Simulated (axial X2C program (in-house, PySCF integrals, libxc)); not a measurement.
# DyNC: a free-ion multiplet in an axial field

Calculated with an axial X2C code built on PySCF integrals: two-component X2C with atomic mean-field Coulomb and Gaunt terms, basis Dy dyall-v3z, N dyall-av3z, C dyall-v3z (cores contracted in-house). Orbitals come from Hartree–Fock averaged over the configuration Dy f9 s2; CI then distributes these electrons over the f, s shells of Dy.

Dy–N–C held linear, bonds 2.196 and 1.170 Å (the second held).

(1) Which level do Hund's rules give for f9, how many Ω levels does it split into, and what is its Landé factor?

The computed levels compare thus:

```csv
Ω,energy (cm⁻¹),g∥ computed,2gJΩ
15/2,0,19.91,20.00
13/2,378,17.07,17.33
11/2,733,14.29,14.67
9/2,1018,11.63,12.00
7/2,1210,9.06,9.33
5/2,1315,6.52,6.67
3/2,1361,3.94,4.00
1/2,1377,1.32,1.33
```

The 8 lowest levels are just these Ω; they span 1377 cm⁻¹, the lowest has Ω = 15/2, and the next level lies at 3430 cm⁻¹. Departures of g∥ from 2gJΩ come from intermediate coupling and from mixing with the higher-lying level J − 1 of the term. The computed g∥ is the magnitude of 2⟨Lz + ge Sz⟩.

Dynamic correlation is missing, so gaps between terms are too wide and other configurations may lie lower; the lowest level listed is that of this model, not necessarily the ground state. At most 4 roots were kept for each Ω > 0 (twice that for Ω = 0) within 2.2 eV of the lowest, so higher up levels can be missing between those listed; levels with Ω > 0 are doubly degenerate and listed once, Ω = 0 levels singly. The molecule was held linear; bending was not examined.

Answers

(1) S = 5/2, L = 5, J = 15/2 (6H15/2). It gives Ω = 1/2 to 15/2, 8 levels. gJ = 3/2 + [S(S+1) − L(L+1)]/[2J(J+1)] = 1.333, so g∥ = 2gJΩ.
